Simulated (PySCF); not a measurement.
**From computed data to an observable: oscillator strength and radiative lifetime**

CH3AlF2, SMILES [F][Al]([F])[CH3].

The structure is a stationary point at B3LYP-D3(BJ)/def2-SVP. The isomer is the one that the SMILES or the coordinates give; other isomers of the formula were not compared.

TDA-PBE/def2-SVPD (PySCF) puts the first singlet state with f over 0.02 at 6.96 eV (vertical), with the transition dipole (-0.838, -0.679, -0.019) in atomic units.

Problem. Find the oscillator strength, the wavelength and the radiative lifetime that this transition would have in vacuum if emission retraced absorption.

Solution. 
|μ|² = 1.1636 au, so |μ| = 2.74 D. ΔE = 6.96/27.211 = 0.2558 hartree. f = (2/3) ΔE |μ|² = 0.198 (the program prints 0.198).
λ = 1239.84/6.96 = 178 nm; ν = 56136 cm⁻¹.
Einstein's coefficient A = 0.6670 ν² f s⁻¹ (ν in cm⁻¹) = 4.2e8 s⁻¹, so τ = 1/A = 2.4 ns. This state is S1. The figure is the radiative limit of this one transition; relaxation, internal conversion, crossing to triplets and a medium change what is measured.
